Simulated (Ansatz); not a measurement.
Basis sets compared for Ge₃O₁₀H₈. Charge 0, multiplicity 1. Geometry PBE-D4/def2-SVP. Ansatz on 4 threads of Intel Xeon on a shared host; times are rough, and most runs start from earlier orbitals.

```tsv
atom	x (Å)	y (Å)	z (Å)
Ge1	0.318	-1.290	-1.974
Ge2	-1.256	0.203	2.220
Ge3	1.528	1.610	-0.464
O4	-1.669	0.402	0.413
O5	-0.129	1.809	-1.117
O6	-0.107	-0.026	-3.114
O7	-0.846	-1.800	-0.763
O8	-2.887	0.460	1.399
O9	1.650	-0.467	-0.823
O10	1.428	1.262	1.379
O11	2.927	2.238	-1.075
O12	0.834	-0.033	1.707
O13	-1.188	-1.451	2.854
H14	2.579	-0.552	-1.132
H15	-1.980	-1.935	2.544
H16	-1.380	-1.026	-0.398
H17	1.007	-2.485	-2.642
H18	-0.857	1.533	-0.476
H19	-0.808	1.367	3.102
H20	-0.277	0.809	-2.590
H21	1.114	-0.627	0.952
```

The 6-31G sets use Cartesian d functions. The structure holds 2 bonds between oxygen atoms, so isomers without such links may lie far lower. The structure comes from a short search, and lower isomers may exist.

Binding counts from free atoms (Ge triplet, O triplet, H doublet) in the same basis, without a counterpoise term.

```tsv
level	functions	energy (Eh)	HOMO (eV)	LUMO (eV)	binding per atom (eV)	wall time
HF/STO-3G	112	-6898.2250	-6.62	7.23	2.00	4.9 s
HF/6-31G	193	-6977.9799	-12.30	1.34	1.59	13 s
PBE-D4/def2-SVP	276	-6984.9932	-6.14	-2.95	3.67	12 s
PBE0-D4/def2-SVP	276	-6985.0943	-7.80	-1.82	3.44	28 s
```

Q: Estimate the rows for PBE-D4/def2-TZVP (with forces), PBE0-D4/def2-TZVP.

A: 
```tsv
level	functions	energy (Eh)	HOMO (eV)	LUMO (eV)	binding per atom (eV)	wall time
PBE-D4/def2-TZVP (with forces)	502	-6986.7154	-6.37	-3.20	3.65	37 s
PBE0-D4/def2-TZVP	502	-6986.8138	-7.98	-2.01	3.44	1.7 min
```
